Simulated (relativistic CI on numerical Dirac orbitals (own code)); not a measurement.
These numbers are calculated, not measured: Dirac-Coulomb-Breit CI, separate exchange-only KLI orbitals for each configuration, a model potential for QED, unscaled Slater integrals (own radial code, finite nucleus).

The strongest absorption lines from the ground level of an ion, among the configurations computed and to levels below about 7570 eV (vacuum wavelength in nm, gf): 0.22230 (0.09), 0.22651 (0.07), 0.30580 (0.26), 0.31419 (0.0068), 0.32247 (0.26), 0.71847 (0.00039), 1.7698 (0.66), 7.1767 (0.051).

Question: Which ion is it?
A. Ta LXII
B. Au LXVIII
C. Ho LVI
D. Au LXVI

Answer: B. Au LXVIII has 12 electrons and the ground level 3s2 1S_0; the strongest line goes to 3s.3p 1P°_1. The pattern of lines fixes the number of electrons, and along that sequence the line energies rise steadily with the charge (about as its square where n changes within one kind of shell, about linearly where n is kept but much faster in heavy ions where fine structure, which grows about as Z⁴, sets the gap, and irregularly where shells cross), which fixes Z. Configurations outside the model, such as inner-shell arrays, can give stronger lines. At this charge energies of transitions that change n are usually good to better than 1 %, and those within a shell (Δn = 0) to a few per cent.

LS names give the leading component of a level, which can be under half, so a name can repeat, a term be missing and a line seem to break the LS rules.
